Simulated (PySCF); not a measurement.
## TeCl₃⁺: breathing scan

Level of theory: PBE in PySCF with Te def2-SVP with ECP28, Cl def2-SVP; scalar-relativistic core potentials, no spin–orbit coupling; density-fitted integrals.

Rigid scan from the singlet minimum (Te–Cl 2.328 Å (×3); Cl–Te–Cl 100.8° (×3)). Coordinate: all bonds to the central atom scaled together. Energies in kJ/mol from the minimum.

Problem. Predict the curve at 0.88, 0.92, 0.96, 1.00, 1.04, 1.08, 1.14, 1.22, 1.35.

Solution. 
```tsv
scale of all bonds to the centre	E (kJ/mol)	dipole size (D, about the centre of mass)
0.88	286.9	0.54
0.92	109.5	0.91
0.96	23.5	1.24
1.00	0.0	1.51
1.04	17.9	1.73
1.08	62.3	1.89
1.14	156.4	2.03
1.22	300.1	2.05
1.35	519.7	1.85
```

At long bonds a restricted determinant can lie too high, and another spin state can fall below this curve.

Other isomers or separated fragments may lie lower.
